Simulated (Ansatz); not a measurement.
# Ligand exchange: SnH3(SH) + Ge(SH)2 → SnH2(SH)2 + GeH(SH)

Species: SnH3(SH), singlet; Ge(SH)2, singlet; SnH2(SH)2, singlet; GeH(SH), singlet. The partners trade H for SH: Sn–H and Ge–SH bonds give way to Sn–SH and Ge–H.

Shapes, held fixed at every level: PBE0-D4/def2-TZVP. Flexible molecules stand in one conformer, not always the lowest. Programs: Ansatz 0.2.0. Electronic energies: no zero-point or thermal term.

Estimate ΔE of this reaction.

The highest level, CCSD(T)/def2-TZVPP, gives ΔE = +43.2 kJ/mol; the levels span +34.9 to +48.2. The column of differences is taken from that level and isn't an error. No measured value is set beside it here. For atoms past krypton def2 sets carry core potentials with scalar relativity. Relativity is left out for Ge. Outer-core shells of Ge, Sn are correlated in most correlated rows, in sets that cover them unevenly.

| level | kind | ΔE (kJ/mol) | less CCSD(T)/def2-TZVPP |
| --- | --- | --- | --- |
| HF/def2-TZVPP | Hartree–Fock | +34.9 | -8.3 |
| PBE-D4/def2-TZVPP | GGA | +48.2 | +5.0 |
| r2SCAN-D4/def2-TZVPP | meta-GGA | +48.1 | +4.9 |
| PBE0-D4/def2-TZVPP | global hybrid | +45.7 | +2.5 |
| B2PLYP/def2-TZVPP | double hybrid | +44.6 | +1.4 |
| CCSD/def2-TZVPP | coupled cluster or CI | +41.1 | -2.1 |
| CCSD(T)/def2-TZVPP | coupled cluster or CI | +43.2 | 0.0 |
